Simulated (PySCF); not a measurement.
Compound: C2H5GeN3.
SMILES with atom numbers: `[GeH3:1][n:2]1[cH:3][cH:4][n:5][n:6]1` (hydrogens: H7, H8, H9 on Ge1; H10 on C3; H11 on C4)

Computed by this run: PBE0-D3(BJ)/def2-SVP geometry optimisation, gas phase (PySCF 2.14.0); density fitting, grid level 1; the optimiser is geomeTRIC in internal coordinates, started from a GFN2-xTB structure with every atom displaced at random (about 0.01 Å).

Step 2: E = -63115.8607 eV
```
atom  x, y, z in Å  |  force x, y, z in eV/Å
Ge1    -1.9347   -0.1375    0.0316    0.139  -0.046  -0.080
N2     -0.0528   -0.1738   -0.1321    0.121   0.349  -0.006
C3      0.9155    0.4488    0.5892   -0.062   0.026   0.425
C4      2.0940    0.1512   -0.0550   -0.346  -0.039  -0.176
N5      1.7752   -0.5902   -1.1473    0.056  -0.196  -0.154
N6      0.5005   -0.7763   -1.1935    0.208  -0.135  -0.069
H7     -2.2225   -0.2248    1.5344    0.004   0.004   0.013
H8     -2.4121    1.1953   -0.5550   -0.020   0.010   0.000
H9     -2.4281   -1.3481   -0.7573    0.005   0.013   0.027
H10     0.6917    1.0258    1.4826    0.025  -0.022   0.060
H11     3.1253    0.4049    0.1926   -0.133   0.038  -0.040
```

Step 3: E = -63115.8656 eV
```
atom  x, y, z in Å  |  force x, y, z in eV/Å
Ge1    -1.9190   -0.1351    0.0192   -0.064   0.073   0.032
N2     -0.0516   -0.1583   -0.1193   -0.141   0.032  -0.086
C3      0.9129    0.4494    0.6160    0.068  -0.177  -0.193
C4      2.0694    0.1429   -0.0629    0.117   0.043  -0.009
N5      1.7599   -0.6056   -1.1526   -0.074   0.130   0.176
N6      0.4845   -0.7766   -1.1837    0.006  -0.035   0.035
H7     -2.2058   -0.2188    1.5165   -0.061   0.008   0.126
H8     -2.4028    1.1909   -0.5716   -0.043   0.043  -0.021
H9     -2.3941   -1.3474   -0.7580   -0.069  -0.128  -0.076
H10     0.7083    1.0170    1.5217    0.015  -0.040  -0.044
H11     3.0902    0.4170    0.1650    0.247   0.050   0.059
```

Step 4: E = -63115.8724 eV
```
atom  x, y, z in Å  |  force x, y, z in eV/Å
Ge1    -1.9280   -0.1308    0.0214    0.008  -0.020   0.011
N2     -0.0523   -0.1651   -0.1294    0.108  -0.056   0.067
C3      0.9165    0.4331    0.6098   -0.019   0.147   0.004
C4      2.0829    0.1558   -0.0647   -0.080  -0.114   0.043
N5      1.7731   -0.6010   -1.1480   -0.049   0.017  -0.016
N6      0.4995   -0.7881   -1.1834    0.011   0.031  -0.121
H7     -2.2187   -0.2054    1.5254   -0.004   0.008   0.004
H8     -2.4137    1.1963   -0.5740    0.001  -0.007  -0.003
H9     -2.4195   -1.3487   -0.7525   -0.009  -0.017  -0.003
H10     0.7054    0.9912    1.5186    0.005   0.014  -0.003
H11     3.1066    0.4379    0.1671    0.027  -0.003   0.017
```

Question: Estimate the geometry and energy of step 5. (The exact step hangs on the optimiser's Hessian estimate; all steps are aligned on step 4, rigid shifts and turns removed.)

Answer: E = -63115.8738 eV, largest force 0.146 eV/Å
```
atom  x, y, z in Å  |  force x, y, z in eV/Å
Ge1    -1.9289   -0.1351    0.0240    0.031  -0.031  -0.008
N2     -0.0497   -0.1554   -0.1339   -0.083   0.118  -0.021
C3      0.9180    0.4483    0.6035   -0.020  -0.107   0.045
C4      2.0850    0.1453   -0.0582    0.049   0.046  -0.033
N5      1.7717   -0.5927   -1.1533    0.022  -0.052  -0.005
N6      0.4972   -0.7680   -1.1973    0.031   0.003   0.035
H7     -2.2196   -0.2077    1.5307    0.018   0.005  -0.039
H8     -2.4275    1.1873   -0.5733    0.004  -0.018   0.002
H9     -2.4169   -1.3604   -0.7481    0.021   0.034   0.033
H10     0.7080    1.0089    1.5105   -0.001  -0.003   0.015
H11     3.1147    0.4048    0.1858   -0.072   0.006  -0.023
```

The energy changes by -0.0014 eV. The first-order estimate −F·Δx gives -0.0067 eV and the mean of the old and new forces, exact on a quadratic surface, -0.0013 eV. The step makes an angle of 67° with the force vector and moves no atom by more than 0.039 Å.

The cost below is that of the whole optimisation. The run took 1.8 min on one thread of an Arm Neoverse V2, on a shared host, and the process peaked at 0.53 GiB of memory.
